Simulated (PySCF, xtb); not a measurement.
C5H7F, SMILES C(/CC=C)=C/F.

GFN2-xTB (xtb 6.7.1) at its own geometry gives an orbital gap of 4.94 eV and a dipole moment of 1.84 D.

Geometry optimised at B3LYP-D3(BJ)/def2-SVP. The structure was generated by enumeration; whether it is a known compound was not checked. Other conformers were not sampled.

### Question
What does PySCF with r2SCAN/def2-TZVP give? (The exact figures need the calculation; the answer reports its results.)

### Answer
gap 5.38 eV (levels -6.29 and -0.91 eV), dipole 1.08 D.
